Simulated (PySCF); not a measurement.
**Ionisation energy of As by level of theory**

As [Ar] 3d10 4s2 4p3 (4S) → As⁺ [Ar] 3d10 4s2 4p2 (3P), as a difference of total energies. All numbers are calculated (PySCF 2.14, the non-relativistic Hamiltonian (point nucleus), in def2-SVP (5s4p3d, 32 functions)). Correlated levels: valence: [Ar] 3d10 frozen. The calculations carry no spin-orbit coupling.

Order these methods by the ionisation energy they give, lowest first.
A. SCS-MP2 (valence)
B. M06-2X
C. MP2 (valence)
D. CCSD(T) (valence)

A (9.676 eV), D (9.744 eV), C (9.796 eV), B (9.837 eV).

These non-relativistic numbers lack the scalar-relativistic shift.

Errors of the correlated levels include the incompleteness of this basis and the frozen core.

For comparison: 10.008 eV (measured; NIST levels, between the centres of gravity of the two terms).
